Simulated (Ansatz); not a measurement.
A nudged elastic band was laid between two geometries of CH9GaN2Si (14 atoms, charge 0, multiplicity 1).

Method: RKS PBE0-D4/def2-SVP in Ansatz 0.2.0.

```json
{
  "movable images": "7",
  "climbing image": "yes",
  "spring": "5.0 eV/Å²",
  "optimiser": "quadratic models (default)",
  "start path": "through a guess of the saddle point",
  "force threshold": "0.03 eV/Å",
  "iteration limit": "38",
  "end points": "relaxed"
}
```

First end point:

```xyz
14
Properties=species:S:1:pos:R:3
C -1.616 1.295 1.507
N -0.177 1.322 1.484
Ga 0.964 0.400 0.413
N 0.199 -0.731 -0.816
Si 1.002 -1.742 -1.972
H -2.070 2.279 1.284
H -2.026 0.959 2.479
H -2.001 0.595 0.748
H 0.221 1.953 2.169
H 2.503 0.558 0.532
H -0.817 -0.765 -0.823
H 0.677 -3.196 -1.797
H 2.473 -1.556 -1.787
H 0.655 -1.398 -3.391
```

Last end point:

```xyz
14
Properties=species:S:1:pos:R:3
C -1.615 1.257 1.536
N -0.176 1.248 1.547
Ga 0.965 0.353 0.455
N 0.199 -0.684 -0.854
Si 1.000 -1.665 -2.037
H -1.999 0.610 0.732
H -2.040 2.264 1.358
H -2.056 0.880 2.479
H 0.223 1.829 2.275
H 2.505 0.458 0.618
H -0.817 -0.684 -0.888
H 0.630 -3.115 -1.938
H 2.471 -1.534 -1.808
H 0.698 -1.245 -3.446
```

Problem. Which bonds break or form, and what moves?

Solution. No bond is made or broken. The dihedral H7–C1–N2–Ga3 goes from 119 to -119°. The two ends are copies of one structure, up to a mirror image or an exchange of like atoms.

Problem. What energy profile does the band end with?

Solution. The run converged. The highest image is number 4 of 0 to 8, 1.1 kcal/mol above the ends, which have the same energy within 2 meV. A vibrational analysis at the climbing image gives one clearly imaginary mode, 180i cm⁻¹: a first-order saddle point.

```
image  path coordinate (Å)  energy (kcal/mol)  dihedral H7–C1–N2–Ga3 (°)
    0                 0.00                0.0                        119
    1                 0.46                0.1                        134
    2                 0.91                0.4                        150
    3                 1.37                0.9                        166
    4                 1.82                1.1                        180
    5                 2.29                0.8                       -165
    6                 2.76                0.4                       -149
    7                 3.23                0.1                       -133
    8                 3.70                0.0                       -119
```

Problem. What is the geometry of the highest image?

Solution. 
```xyz
14
Properties=species:S:1:pos:R:3
C -1.641 1.198 1.464
N -0.201 1.242 1.558
Ga 0.992 0.373 0.499
N 0.233 -0.667 -0.812
Si 1.026 -1.630 -2.015
H -2.022 1.569 0.494
H -2.106 1.826 2.240
H -2.051 0.180 1.602
H 0.145 1.832 2.303
H 2.529 0.491 0.680
H -0.783 -0.672 -0.833
H 0.684 -3.088 -1.917
H 2.499 -1.472 -1.819
H 0.684 -1.210 -3.414
```

Problem. What are the harmonic wavenumbers there?

Solution. 180i, 68, 74, 89, 162, 172, 305, 316, 429, 509, 529, 598, 650, 716, 765, 915, 930, 955, 996, 1093, 1141, 1144, 1184, 1365, 1449, 1462, 1495, 2042, 2191, 2205, 2234, 3002, 3059, 3127, 3613, 3667 cm⁻¹.

The band took 37 iterations and of the order of 50 core-minutes.

Time of the run: 23 min on 2 threads of Arm Neoverse V1 (shared host), peak memory 0.42 GiB.
